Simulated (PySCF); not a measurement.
## Worked example: chemical shift, span and skew from a shielding tensor

C3H7ClSi, SMILES C[SiH2]/C=C/Cl. Atoms are numbered in the order given.

```xyz
12

C     -2.8679     0.4071    -0.7653
Si    -1.4122    -0.7808    -0.7819
C     -0.0738    -0.2264     0.4034
C      1.1599     0.0836    -0.0150
Cl     2.4394     0.6171     1.0360
H     -3.3073     0.4770     0.2427
H     -3.6583     0.0695    -1.4546
H     -2.5544     1.4179    -1.0702
H     -0.8037    -0.8563    -2.1466
H     -1.8841    -2.1475    -0.3939
H     -0.2860    -0.1375     1.4777
H      1.4862     0.0307    -1.0594
```

Geometry: r2SCAN-D4/def2-SVP. The structure was generated by enumeration; whether it is a known compound was not checked. The values are those of a single conformer.

GIAO shieldings from HF/pcSseg-1 run with PySCF, non-relativistic, no solvent. The symmetric part of the tensor of C3 has the principal values -71.7, 63.7, 168.9 ppm. The same nucleus in TMS has σ = 192.6 ppm at this level (PySCF, at its B3LYP-D3(BJ)/def2-TZVP geometry). Without spin–orbit terms, shifts of atoms bonded to Cl or Br come out too high.

### Question
Work out the isotropic shielding, the ¹³C shift against TMS, the span and the skew.

### Answer

σ(iso) = (σ11 + σ22 + σ33)/3 = 53.6 ppm. δ = σ(ref) − σ(iso) = 192.6 − (53.6) = 139.0 ppm.
Span Ω = σ33 − σ11 = 240.6 ppm. Skew κ = 3(σ(iso) − σ22)/Ω = -0.13. Tumbling in solution averages the tensor to δ; in a static solid the shielding alone would spread this spin-1/2 line over Ω.
